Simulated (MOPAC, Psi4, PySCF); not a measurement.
Intermolecular potential of CH3Li ··· H3N (SMILES [Li][CH3] and N). Monomers: optimised at B3LYP-D3(BJ) (def2-TZVP), held rigid. Orientation: a higher rigid-body minimum at GFN2-xTB (searched outside a hard wall at short contacts). Only R, the distance of the centres of mass, is varied, so the lowest point isn't the relaxed dimer. The shortest distances reach bonding range, where SAPT0 and rigid monomers are unreliable.

Geometry at R = 3.34 Å (first 5 atoms: monomer A):
```
9

Li    -1.2784    -0.7627    -1.0638
C      0.0979     0.0584     0.0816
H      0.6732    -0.6838     0.6501
H     -0.3253     0.7486     0.8229
H      0.8326     0.6395    -0.4908
N     -2.7701     0.0727    -2.3895
H     -3.6918     0.2359    -2.0006
H     -2.3108     0.9730    -2.4657
H     -2.8980    -0.2815    -3.3306
```

Methods: PM3, restricted, heats of formation (MOPAC); RMP2/3-21G = PySCF with restricted MP2 (frozen core)/3-21G, no counterpoise correction; PM7, restricted, heats of formation (MOPAC); wB97X-D/def2-TZVP, counterpoise-corrected (Psi4).

Interaction energies in kJ/mol; the last columns give the difference from wB97X-D:

| R / Å | PM3 | RMP2/3-21G | PM7 | wB97X-D/def2-TZVP | PM3 − wB97X-D/def2-TZVP | RMP2/3-21G − wB97X-D/def2-TZVP | PM7 − wB97X-D/def2-TZVP |
|---|---|---|---|---|---|---|---|
| 2.96 | -91.35 | -127.57 | 44.88 | -64.66 | -26.69 | -62.91 | 109.55 |
| 3.14 | -108.67 | -141.95 | 9.27 | -78.34 | -30.33 | -63.61 | 87.61 |
| 3.34 | -104.81 | -138.49 | -12.12 | -78.65 | -26.16 | -59.84 | 66.53 |
| 3.58 | -86.01 | -123.24 | -23.14 | -70.98 | -15.03 | -52.26 | 47.84 |
| 3.73 | -71.75 | -111.60 | -25.59 | -64.65 | -7.10 | -46.95 | 39.06 |
| 4.03 | -44.85 | -88.40 | -25.76 | -51.44 | 6.58 | -36.97 | 25.67 |
| 4.30 | -26.47 | -70.36 | -23.64 | -40.78 | 14.30 | -29.58 | 17.14 |
| 4.83 | -7.28 | -45.75 | -18.31 | -25.59 | 18.31 | -20.15 | 7.28 |
| 5.58 | -0.85 | -27.57 | -12.21 | -14.06 | 13.21 | -13.51 | 1.85 |
| 6.54 | -0.96 | -14.09 | -6.70 | -7.39 | 6.43 | -6.70 | 0.69 |
| 7.84 | -1.29 | -4.86 | -2.40 | -3.69 | 2.41 | -1.16 | 1.29 |

PM3 is furthest from wB97X-D/def2-TZVP at 3.14 (-30.33 kJ/mol, below); its mean absolute difference over the points is 15.14 kJ/mol.

RMP2/3-21G is furthest from wB97X-D/def2-TZVP at 3.14 (-63.61 kJ/mol, below); its mean absolute difference over the points is 35.79 kJ/mol.

PM7 is furthest from wB97X-D/def2-TZVP at 2.96 (109.55 kJ/mol, above); its mean absolute difference over the points is 36.77 kJ/mol.
